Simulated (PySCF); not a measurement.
How do the members of this family differ from one of them?

PySCF, CAM-B3LYP/def2-SVPD, density fitting, gas phase; each molecule at its own PBE0-D3(BJ)/def2-SVP geometry, one conformer. Singlet excitations by full TDDFT with frozen cores, triplets by Tamm–Dancoff TDDFT and ionisation energies by ΔSCF, from the lowest of the holes tried. 

Reference: `O=CC1COBOC1`, with HOMO energy -9.48 eV, LUMO energy -0.33 eV, lowest singlet excitation 4.15 eV, lowest triplet excitation 3.54 eV, mean polarisability 67.6 au and vertical ionisation energy 10.43 eV.

Changes against it:

```
           molecule  Δ HOMO energy (eV)  Δ LUMO energy (eV)  Δ lowest singlet excitation (eV)  Δ lowest triplet excitation (eV)  Δ mean polarisability (au)  Δ vertical ionisation energy (eV)
       C=CCC1COBOC1               +0.36               +1.23                             +3.21                             +0.82                       +22.4                              -0.46
ClC(Cl)(Cl)C1COBOC1               -0.63               +0.23                             +2.34                             +2.33                       +36.5                              +0.45
     CC(=S)C1COBOC1               +1.36               -1.00                             -1.61                             -1.45                       +30.1                              -1.58
     C=C(C)C1COBOC1               +0.62               +1.26                             +2.93                             +0.76                       +21.2                              -0.82
```

Rows whose labels were lost:

```
row  Δ HOMO energy (eV)  Δ LUMO energy (eV)  Δ lowest singlet excitation (eV)  Δ lowest triplet excitation (eV)  Δ mean polarisability (au)  Δ vertical ionisation energy (eV)
  P               -0.21               +0.82                             +2.02                             +2.16                       +21.6                              -0.06
  Q               -0.31               +1.39                             +3.72                             +3.64                       +22.4                              +0.74
```

Problem. Which row belongs to which of `CB(C)C1COBOC1` and `CCCC1COBOC1`?

Solution. P = `CB(C)C1COBOC1` and Q = `CCCC1COBOC1`. P and Q are told apart most clearly by the lowest singlet excitation (+2.02 against +3.72 eV).

Problem. Which row has the smallest HOMO–LUMO gap and which the largest, and does the HOMO or the LUMO shift more there?

Solution. Smallest, counted from the reference: `CC(=S)C1COBOC1`, -2.36 eV (HOMO +1.36, LUMO -1.00), the larger shift being that of the HOMO. Largest: Q, +1.70 eV (HOMO -0.31, LUMO +1.39), the larger shift being that of the LUMO.
